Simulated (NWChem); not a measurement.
Everything below was run with NWChem. System: H3AlO2S, charge 1, spin multiplicity 2, at the geometry of a parent with another charge or spin, in a state set for the comparison that need not be this species' ground state. Its SCF solution wasn't tested for a lower state.

The NWChem input:

```
start mol
memory heap 200 mb stack 900 mb global 1100 mb
charge 1
geometry units angstroms nocenter noautoz noautosym
  Al    -0.277817    -0.345457     0.000000
  O      0.148817    -1.986021     0.000000
  H      1.029293    -2.361769     0.000000
  O     -1.910050     0.111814     0.000000
  H     -2.646497    -0.501578     0.000000
  S      1.193234     1.258962     0.000000
  H      0.226953     2.204551     0.000000
end
basis spherical
  * library 3-21g
end
dft
  xc b3lyp
  odft
  mult 2
  semidirect memsize 60000000 filesize 0
  iterations 100
end
task dft energy
```

The output up to the point where the run's verdict is printed (cleaned and shortened):

```
             Northwest Computational Chemistry Package (NWChem) 7.3.0
             --------------------------------------------------------

                                NWChem Input Module
                                -------------------

 Scaling coordinates for geometry "geometry" by  1.889725989
 (inverse scale =  0.529177249)

                             Geometry "geometry" -> ""
                             -------------------------

 Output coordinates in angstroms (scale by  1.889725989 to convert to a.u.)

  No.       Tag          Charge          X              Y              Z
 ---- ---------------- ---------- -------------- -------------- --------------
    1 Al                  13.0000    -0.27781700    -0.34545700     0.00000000
    2 O                    8.0000     0.14881700    -1.98602100     0.00000000
    3 H                    1.0000     1.02929300    -2.36176900     0.00000000
    4 O                    8.0000    -1.91005000     0.11181400     0.00000000
    5 H                    1.0000    -2.64649700    -0.50157800     0.00000000
    6 S                   16.0000     1.19323400     1.25896200     0.00000000
    7 H                    1.0000     0.22695300     2.20455100     0.00000000

 Effective nuclear repulsion energy (a.u.)     200.4554105419

            Nuclear Dipole moment (a.u.)
            ----------------------------
        X                 Y               Z
 ---------------- ---------------- ----------------
     0.0000151178    -0.0000018897     0.0000000000


 Summary of "ao basis" -> "" (spherical)
 ------------------------------------------------------------------------------
       Tag                 Description            Shells   Functions and Types
 ---------------- ------------------------------  ------  ---------------------
 *                           3-21g                    on all atoms

                                 NWChem DFT Module
                                 -----------------

 Summary of "ao basis" -> "ao basis" (spherical)
 ------------------------------------------------------------------------------
[...]
 d= 0,ls=0.5,diis    75   -788.5220716582 -3.86D-05  2.77D-05  5.08D-05    13.4
                                                     1.13D-04  5.34D-05
 d= 0,ls=0.5,diis    76   -788.5220859054 -1.42D-05  1.68D-05  6.39D-05    13.5
                                                     1.19D-04  6.34D-05
 d= 0,ls=0.5,diis    77   -788.5221080559 -2.22D-05  1.21D-05  6.01D-05    13.7
                                                     1.16D-04  6.43D-05
 d= 0,ls=0.5,diis    78   -788.5221288102 -2.08D-05  9.43D-06  5.86D-05    13.9
                                                     1.11D-04  6.33D-05
 d= 0,ls=0.5,diis    79   -788.5221497923 -2.10D-05  7.65D-05  5.42D-05    14.1
                                                     1.73D-04  5.95D-05
 d= 0,ls=0.5,diis    80   -788.5221425297  7.26D-06  3.85D-05  1.21D-04    14.2
                                                     1.55D-04  1.19D-04
 d= 0,ls=0.5,diis    81   -788.5221501121 -7.58D-06  2.30D-05  1.47D-04    14.4
                                                     1.40D-04  1.44D-04
 d= 0,ls=0.5,diis    82   -788.5221653513 -1.52D-05  1.56D-05  1.53D-04    14.6
                                                     1.31D-04  1.51D-04
 d= 0,ls=0.5,diis    83   -788.5221832629 -1.79D-05  8.00D-06  1.53D-04    14.8
                                                     1.18D-04  1.53D-04
 d= 0,ls=0.5,diis    84   -788.5222054767 -2.22D-05  1.75D-05  1.41D-04    14.9
                                                     1.23D-04  1.44D-04
 d= 0,ls=0.5,diis    85   -788.5222190319 -1.36D-05  1.10D-05  1.48D-04    15.1
                                                     1.17D-04  1.50D-04
 d= 0,ls=0.5,diis    86   -788.5222365680 -1.75D-05  7.59D-06  1.46D-04    15.3
                                                     1.12D-04  1.48D-04
 d= 0,ls=0.5,diis    87   -788.5222560390 -1.95D-05  1.72D-05  1.39D-04    15.5
                                                     9.79D-05  1.41D-04
 d= 0,ls=0.5,diis    88   -788.5222882730 -3.22D-05  6.05D-05  1.05D-04    15.6
                                                     1.16D-04  1.11D-04
 d= 0,ls=0.5,diis    89   -788.5223176766 -2.94D-05  5.00D-05  8.98D-05    15.8
                                                     1.30D-04  9.81D-05
 d= 0,ls=0.5,diis    90   -788.5223261492 -8.47D-06  2.74D-05  1.18D-04    16.0
                                                     1.14D-04  1.21D-04
 d= 0,ls=0.5,diis    91   -788.5223478677 -2.17D-05  2.16D-05  1.08D-04    16.2
                                                     1.16D-04  1.12D-04
 d= 0,ls=0.5,diis    92   -788.5223657478 -1.79D-05  1.11D-05  1.06D-04    16.4
                                                     1.07D-04  1.10D-04
 d= 0,ls=0.5,diis    93   -788.5223923950 -2.66D-05  4.61D-06  8.23D-05    16.5
                                                     1.01D-04  8.73D-05
 d= 0,ls=0.5,diis    94   -788.5224168814 -2.45D-05  4.75D-05  6.22D-05    16.7
                                                     1.32D-04  6.81D-05
 d= 0,ls=0.5,diis    95   -788.5224156848  1.20D-06  3.89D-05  1.05D-04    16.9
                                                     1.32D-04  1.05D-04
 d= 0,ls=0.5,diis    96   -788.5224178569 -2.17D-06  1.30D-05  1.37D-04    17.1
                                                     9.82D-05  1.32D-04
 d= 0,ls=0.5,diis    97   -788.5224442518 -2.64D-05  1.60D-05  1.04D-04    17.2
                                                     9.73D-05  1.05D-04
 d= 0,ls=0.5,diis    98   -788.5224618049 -1.76D-05  1.25D-05  9.59D-05    17.4
                                                     9.36D-05  9.69D-05
 d= 0,ls=0.5,diis    99   -788.5224795388 -1.77D-05  1.01D-05  8.59D-05    17.6
                                                     8.83D-05  8.72D-05
 d= 0,ls=0.5,diis   100   -788.5224979073 -1.84D-05  7.98D-05  7.26D-05    17.8
                                                     1.38D-04  7.48D-05
```

Convergence was not reached. The next line reads: Calculation failed to converge. NWChem stopped with the message: dft energy failed.
